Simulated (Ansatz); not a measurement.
A nudged elastic band was laid between two geometries of CH₄FNZn (8 atoms, charge 0, multiplicity 1).

Level of theory: RKS PBE0-D4/def2-SVP (Ansatz 0.2.0).

```
movable images  : 5
climbing image  : yes
spring          : 5.0 eV/Å²
optimiser       : quadratic models (default)
start path      : through a guess of the saddle point
force threshold : 0.05 eV/Å
iteration limit : 60
end points      : relaxed
```

Initial state:

```xyz
8
Properties=species:S:1:pos:R:3
N -0.271 1.216 -0.155
C 0.013 -0.038 0.526
Zn 0.650 -1.389 -0.720
F 1.235 -2.597 -1.842
H -1.092 1.131 -0.750
H -0.490 1.950 0.518
H 0.858 0.118 1.221
H -0.812 -0.448 1.147
```

Final state:

```xyz
8
Properties=species:S:1:pos:R:3
N -0.722 1.015 -0.141
C 0.058 -0.017 0.523
Zn 0.586 -1.419 -0.719
F 1.046 -2.684 -1.835
H -0.144 1.557 -0.779
H -1.086 1.684 0.538
H 0.941 0.338 1.097
H -0.586 -0.531 1.260
```

Task: What changes between the two ends?

Result: No bond is made or broken. The height of N1 over the plane of its neighbours goes from 0.38 to -0.38 Å. The two ends are copies of one structure, up to a mirror image or an exchange of like atoms.

Task: Give the energies along the band, and the barrier.

Result: It converged. The highest image is number 1 of 0 to 6, 0.209 eV above the ends, which have the same energy within 2 meV. A vibrational analysis at the climbing image gives one clearly imaginary mode, 635i cm⁻¹: a first-order saddle point.

```json
{"image": "0", "path coordinate (Å)": "0.00", "energy (eV)": "0.000", "height of N1 over the plane of its neighbours (Å)": "0.38"}
{"image": "1", "path coordinate (Å)": "0.73", "energy (eV)": "0.209", "height of N1 over the plane of its neighbours (Å)": "-0.01"}
{"image": "2", "path coordinate (Å)": "0.92", "energy (eV)": "0.137", "height of N1 over the plane of its neighbours (Å)": "-0.21"}
{"image": "3", "path coordinate (Å)": "1.12", "energy (eV)": "0.054", "height of N1 over the plane of its neighbours (Å)": "-0.34"}
{"image": "4", "path coordinate (Å)": "1.32", "energy (eV)": "0.024", "height of N1 over the plane of its neighbours (Å)": "-0.38"}
{"image": "5", "path coordinate (Å)": "1.51", "energy (eV)": "0.006", "height of N1 over the plane of its neighbours (Å)": "-0.38"}
{"image": "6", "path coordinate (Å)": "1.71", "energy (eV)": "0.000", "height of N1 over the plane of its neighbours (Å)": "-0.38"}
```

Task: What is the geometry of the highest image?

Result: 
```xyz
8
Properties=species:S:1:pos:R:3:forces:R:3
N -0.513 1.158 -0.022 0.01 -0.01 0.00
C 0.041 -0.025 0.550 0.00 0.00 0.00
Zn 0.589 -1.386 -0.718 0.00 0.00 0.00
F 1.100 -2.642 -1.821 0.00 0.00 0.00
H -0.651 1.281 -1.008 0.00 0.01 0.00
H -0.771 1.933 0.568 0.00 0.00 -0.01
H 0.955 0.171 1.154 0.00 0.00 0.00
H -0.657 -0.548 1.242 0.00 0.00 0.00
```

Task: What are the harmonic wavenumbers there?

Result: 635i, 95, 100, 134, 267, 513, 704, 714, 1032, 1192, 1223, 1254, 1494, 1612, 2952, 2972, 3672, 3804 cm⁻¹.

The run took 8.1 min on 1 thread of Intel(R) Xeon(R) Platinum 8259CL CPU @ 2.50GHz (Skylake/Cascade Lake), on a shared host, peak memory 0.24 GiB.
